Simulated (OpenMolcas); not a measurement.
**4s² 4p along the 31-electron sequence**

```
Program             : OpenMolcas 26.06
Method              : SS-CASPT2, IPEA 0.25 Eh, imaginary shift 0.1 Eh
Basis               : ANO-R3
Scalar Hamiltonian  : X2C, finite nucleus
Spin-orbit coupling : RASSI with atomic mean-field integrals over the reference wave functions, term energies averaged over their components
```

Active space for each ion: 3 electrons in 4 orbitals (4s 4p); closed shells correlated by CASPT2: 3d.

Computed levels in cm-1 above ²P°_1/2:

| Level | As2+ | Se3+ | Br4+ | Kr5+ |
| --- | --- | --- | --- | --- |
| ²P°_3/2 | 2610 | 3860 | 5390 | 7230 |
| weight of ²P° in the lowest level (%) | 100 | 100 | 100 | 100 |

Measured, with the error of the calculation in %. Measured levels: As2+, Se3+, Br4+ from Moore, Atomic Energy Levels, vol. II, NSRDS-NBS 35 (1971 reprint of NBS Circular 467, 1952); Kr5+ from Saloman, J. Phys. Chem. Ref. Data 36, 215 (2007).

```
  Level          As2+          Se3+          Br4+          Kr5+
²P°_3/2  2940 (-11.1)  4376 (-11.7)  6090 (-11.4)  8110 (-10.9)
```

The fine-structure level ²P°_3/2 changes by a factor of 2.77 from As2+ to Kr5+. Its fourth root runs 7.15, 7.88, 8.57, 9.22, with steps per unit of Z of 0.73, 0.69, 0.65; equal steps would mean a (Z - σ)^4 law with constant σ.

Over all roots computed the reference weight is 0.88 to 0.96 in As2+, 0.88 to 0.97 in Se3+, 0.88 to 0.97 in Br4+, 0.89 to 0.98 in Kr5+; the roots of lowest weight are the least certain, and an intruder state may touch them. Measured partners are found by configuration, term and J. A level has none where our copy of the source lacks it or the pairing is in doubt (some pairs that miss far off the trend of their configuration count as doubtful), and it then counts in no deviation. Levels of configurations outside the active space are missing.

° marks odd parity.
